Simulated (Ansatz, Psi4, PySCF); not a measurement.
C$_{3}$H$_{7}$O, doublet, at a GFN2-xTB geometry. Base run: PySCF with CCSD(T)/STO-3G.

The PySCF input:
```python
from pyscf import gto, scf, cc

mol = gto.Mole()
mol.atom = '''
    O     0.088811    1.416241   -0.023297
    C     0.009630    0.141363    0.272582
    H     0.011015    0.113569    1.397095
    C    -1.320148   -0.544042   -0.118769
    C     1.241097   -0.704773   -0.125896
    H    -1.363614   -0.612812   -1.203309
    H     1.269613   -0.778060   -1.210636
    H    -2.162933    0.052623    0.219422
    H     2.153726   -0.218269    0.207411
    H    -1.381992   -1.540742    0.308007
    H     1.180218   -1.701533    0.300877
'''
mol.basis = 'sto-3g'
mol.charge = 0
mol.spin = 1
mol.verbose = 4
mol.build()

mf = scf.UHF(mol)
mf.kernel()

mycc = cc.CCSD(mf)
mycc.kernel()
et = mycc.ccsd_t()
print('E(CCSD(T)) = %.10f' % (mycc.e_tot + et))
```

The same geometry, method and basis name were run in Ansatz (an electronic-structure program) and Psi4 and PySCF, at each program's defaults and at the settings that a row names. The base is PySCF at its defaults. Differences at the defaults can come from grids, fitting, cores and function types together.

```
code and settings                                                                 ΔE vs base (mEh)  basis functions      E (Eh)  SCF cycles
--------------------------------------------------------------------------------  ----------------  ---------------  ----------  ----------
PySCF, defaults (exact integrals, spherical functions, all electrons correlated)             0.000               27  -190.33490          12
Psi4, defaults (exact integrals, spherical functions, all electrons correlated)              0.000               27  -190.33490          15
Ansatz, defaults (factorised integrals, spherical functions, frozen core)                    1.372               27  -190.33353           -
PySCF, frozen core                                                                           1.356               27  -190.33355          12
Psi4, exact integrals, spherical functions, frozen core                                      1.356               27  -190.33355          15
Ansatz, high accuracy, frozen core                                                           1.356               27  -190.33355           -
```

Open shells are given as the SCF converged; they aren't shown to be the lowest states, and a large step between rows can be another state.
